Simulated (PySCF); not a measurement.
**Ionisation energy of I⁺ by level of theory**

I⁺ [Kr] 4d10 5s2 5p4 (3P) → I²⁺ [Kr] 4d10 5s2 5p3 (4S), as a difference of total energies. Calculation: PySCF 2.14, in aug-cc-pVQZ-DK3 (9s8p6d3f2g, 102 functions); the spin-free X2C one-electron Hamiltonian (Gaussian nucleus). Correlated levels: valence: [Kr] 4d10 frozen. The calculations carry no spin-orbit coupling.

Order these methods by the ionisation energy they give, lowest first.
A. CCSD(T) (valence)
B. CCSD (valence)
C. UHF
D. SCS-MP2 (valence)

C (17.672 eV), D (18.496 eV), B (18.548 eV), A (18.581 eV).

Errors of the correlated levels include the incompleteness of this basis and the frozen core.

For comparison: 18.750 eV (measured; NIST levels, between the centres of gravity of the two terms).
